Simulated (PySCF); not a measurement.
C4H4F2, SMILES C(F)(/C=C\F)=C. Heavy atoms are numbered as in [CH2:1]=[C:2]([F:3])/[CH:4]=[CH:5]\[F:6]. Hydrogens are named by the atom that carries them.

Geometry optimised at B3LYP-D3(BJ)/def2-SVP. The structure was generated by enumeration; whether it is a known compound was not checked. Other conformers were not sampled.

These are PBE0/def2-TZVP in PySCF values and carry that method's errors.

ESP charges are fitted to the potential on shells at 1.4 to 2.0 van der Waals radii. Atomic charges (e), one atom of each kind:

```tsv
atom	ESP fit	Löwdin	Mulliken	meta-Löwdin
C1 (CH2)	-0.79	-0.19	-0.34	-0.33
C2	0.61	-0.33	0.25	0.30
F3	(withheld)	0.20	-0.18	-0.26
C4 (CH)	(withheld)	-0.18	-0.21	-0.20
C5 (CH)	0.12	-0.27	0.07	0.18
F6	-0.12	0.19	-0.16	-0.24
H on C1	(withheld)	0.13	0.15	0.14
H on C4	0.21	0.17	0.14	0.15
H on C5	(withheld)	0.13	0.13	0.13
```

Problem. Some entries are withheld; supply them. (The exact figures need the calculation; the answer reports its results.)

Solution. 
- F3, ESP fit: -0.19
- C4 (CH), ESP fit: -0.51
- H on C1, ESP fit: 0.27
- H on C5, ESP fit: 0.13

Computed Mayer and Wiberg (Löwdin basis) orders of the bonds:
```json
[
 {"bond": "C1–C2", "Mayer": "1.82", "Wiberg": "2.02"},
 {"bond": "C2–F3", "Mayer": "1.09", "Wiberg": "1.70"},
 {"bond": "C2–C4", "Mayer": "1.08", "Wiberg": "1.27"},
 {"bond": "C4–C5", "Mayer": "1.79", "Wiberg": "2.00"},
 {"bond": "C5–F6", "Mayer": "1.10", "Wiberg": "1.79"}
]
```
